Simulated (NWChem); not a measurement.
System: silylarsine (SiAsH5); SMILES [SiH3][AsH2]

Problem. Give the equilibrium geometry at B3LYP/6-31G* (spherical d) (NWChem) as an XYZ file, with the point group.

Solution. point group Cs; any orientation.
```
7

Si    -0.0200     1.5741     0.0000
As    -0.0441    -0.8182     0.0000
H     -0.7449     2.0537    -1.2073
H     -0.7449     2.0537     1.2073
H      1.3474     2.1600     0.0000
H      1.0205    -0.9002    -1.1016
H      1.0205    -0.9002     1.1016
```
